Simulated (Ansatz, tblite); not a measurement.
Forces on ZrGe₁₀ at its r2SCAN-D4/def2-SVP geometry. Total charge 0; singlet.

In the def2 sets Zr takes a core potential; there is no spin–orbit coupling. The xTB rows come from tblite. Single mean-field runs in def2-TZVP are fitted with def2-universal-jkfit. No other spin state of charge 0 was run. Another isomer (singlet) lies 0.69 eV lower at PBE0-D4/def2-TZVP; other spin states weren't run for this one.

GFN2-xTB (tblite), largest force 3.84 eV/Å:

```xyz
11
positions Å, forces eV/Å
Zr    0.890    1.377    0.365   -1.748   -2.594   -2.223
Ge   -0.937   -1.802    2.899    0.401    1.036   -0.593
Ge    2.117    0.345   -2.487    0.248    0.450    0.759
Ge    0.772    0.036    2.680    0.259   -0.390    0.095
Ge   -1.744    1.494   -0.831    0.524   -0.433    0.273
Ge    0.281    2.132   -2.236    0.031    0.058    0.428
Ge    2.333   -0.878   -0.296    0.083    0.485    0.134
Ge   -0.196   -0.447   -1.966    0.036    0.271    0.911
Ge   -1.538    0.528    1.669    0.048   -0.434   -0.121
Ge   -2.164   -1.178   -0.472    0.874    0.954    0.481
Ge    0.185   -1.608    0.675   -0.757    0.596   -0.145
```

PBE-D4/def2-TZVP (Ansatz), largest force 0.32 eV/Å:

```
Zr -0.005 0.088 0.053
Ge -0.175 -0.169 0.124
Ge 0.265 0.008 -0.186
Ge 0.241 0.114 0.140
Ge -0.115 0.085 0.030
Ge 0.000 0.224 -0.123
Ge 0.156 -0.065 0.027
Ge -0.047 -0.139 -0.054
Ge -0.145 0.102 0.046
Ge -0.185 -0.136 0.033
Ge 0.010 -0.112 -0.091
```
